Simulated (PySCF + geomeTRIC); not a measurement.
Species: [Zn(CH3)2] (charge 0, multiplicity 1).

Task: Give a relaxed geometry from BP86-D3(BJ)/def2-SVP in PySCF + geomeTRIC.

Result: Several could match; the one computed here: the end point of this relaxation, one of several conformers.
Cartesian coordinates (Å) in one orientation:
```xyz
9

Zn     0.000     0.000     0.000
C     -0.611    -0.485    -1.785
H     -0.341    -1.534    -2.035
H     -0.159     0.170    -2.560
H     -1.715    -0.394    -1.874
C      0.611     0.485     1.785
H     -0.243     0.723     2.455
H      1.273     1.377     1.758
H      1.184    -0.342     2.256
```
